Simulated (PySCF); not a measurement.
## Spectroscopy problems

[PySCF 2.14: PBE0/pcSseg-1 with gauge-including orbitals; structure optimised with GFN2-xTB; non-relativistic Hamiltonian; rapidly exchanging positions averaged; isolated molecule; one computed conformer]

Scale: TMS for $^{1}$H, $^{13}$C (reference shieldings calculated alike). Splittings of carbon signals by F and P are missing where no couplings were computed. Where no couplings were computed, multiplicities follow the n + 1 count of equivalent neighbours, and m marks all less simple cases (inequivalent or close neighbours, rings, F or P nearby). Shifts are as computed. Against solution values, carbons near 30 ppm lie about +3 ppm off and those near 130 ppm about +5 ppm; carbons on Cl a further +6 ppm (rms about the fit 2.1 ppm; single classes can miss by 10 ppm). Of 1328 compounds with measured shifts, 309 miss one by over three times the rms of a fit or turn the order of signals round; such compounds aren't used in these exercises. Signals without a measured value on file couldn't be tested in this way; 1H shifts scatter by 0.2 ppm about their fit, and single ones miss by 0.5 ppm. Carbons bonded to Cl come out too deshielded.

**Question.** C5H4ClFN2O. $^{1}$H NMR (400 MHz, computed): δ 6.65 (m, 1H), 2.56 (s, 3H). $^{13}$C{$^{1}$H} NMR (computed): δ 169.3 (C), 154.8 (C), 136.0 (C), 113.8 (CH), 27.2 (CH3). Give a structure.

**Answer.** SMILES CC(=O)n1c(F)cnc1Cl. The formula gives 4 degrees of unsaturation (1 ring in the answer). 5 carbon signals for 5 carbons: no two carbons are equivalent. Carbon types of the structure: 3 × C, 1 × CH, 1 × CH3, which accounts for all hydrogens. δC 169.3: amide carbonyl carbon; it is a carbonyl in resonance with an O or N lone pair, the region of acids, esters and amides. δC 154.8: aromatic carbon bearing fluorine; σ withdrawal by the attached heteroatom moves it downfield of the ring CH carbons. δC 136.0: aromatic carbon bearing chlorine. δC 113.8: aromatic CH next to a ring nitrogen.

The shifts were computed for this structure.

**Question.** C5H3F3O2. $^{1}$H NMR (400 MHz, computed): δ 6.15 (m, 1H), 3.33 (m, 2H). $^{13}$C{$^{1}$H} NMR (computed): δ 176.8 (C), 153.9 (C), 127.3 (C), 116.4 (CH), 36.8 (CH2). Identify the compound.

**Answer.** SMILES O=C1CC=C(C(F)(F)F)O1. Rings plus π bonds: 3 (1 ring in the answer). 5 carbon signals for 5 carbons: no two carbons are equivalent. Carbon types of the structure: 3 × C, 1 × CH, 1 × CH2, which accounts for all hydrogens. δC 176.8: ester carbonyl carbon; it is a carbonyl in resonance with an O or N lone pair, the region of acids, esters and amides. δC 153.9: alkene carbon bearing oxygen; an sp2 carbon further deshielded by the attached heteroatom. δC 127.3: CF3 carbon; 3 electronegative neighbours deshield it. δC 116.4: β carbon of an enol-ether or enamine type C=C.

The data come from this structure; uniqueness wasn't tested.
